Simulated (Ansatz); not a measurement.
CH6BNS, SMILES `CNBS`. Total charge 0; spin multiplicity 1.

| atom | x (Å) | y (Å) | z (Å) |
| --- | --- | --- | --- |
| C1 | 0.385 | 1.514 | 0.017 |
| N2 | 0.263 | 0.151 | 0.476 |
| B3 | -0.328 | -0.893 | -0.225 |
| S4 | -0.395 | -2.556 | 0.510 |
| H5 | -0.132 | 2.212 | 0.683 |
| H6 | 1.432 | 1.824 | -0.054 |
| H7 | -0.061 | 1.598 | -0.974 |
| H8 | 0.654 | -0.013 | 1.391 |
| H9 | -0.791 | -0.695 | -1.308 |
| H10 | -1.026 | -3.143 | -0.516 |

Task: What are the harmonic wavenumbers in cm⁻¹ at PBE0-D4/def2-TZVP (Ansatz, finite differences of forces, unscaled)? (Best estimate.)

Result: The calculation gave: 145, 180, 225, 303, 386, 648, 747, 859, 859, 1005, 1100, 1148, 1175, 1321, 1454, 1485, 1493, 1563, 2633, 2740, 3033, 3085, 3145, 3612.

Task: Is this a minimum?

Result: Yes, all 24 modes are real.

Task: Give the ideal-gas thermochemistry at 298.15 K and 1 bar (rigid rotor, harmonic oscillator; point group Cs, symmetry number 1).

Result: Zero-point energy 205.4 kJ/mol; H(298) − E = 223.2 kJ/mol; entropy 311.7 J/(mol·K), of which translation 162.7, rotation 104.4, vibration 44.7; G(298) − E = 130.2 kJ/mol.

Task: Rotational constants (cm⁻¹)?

Result: 1.188, 0.07856, 0.07472.
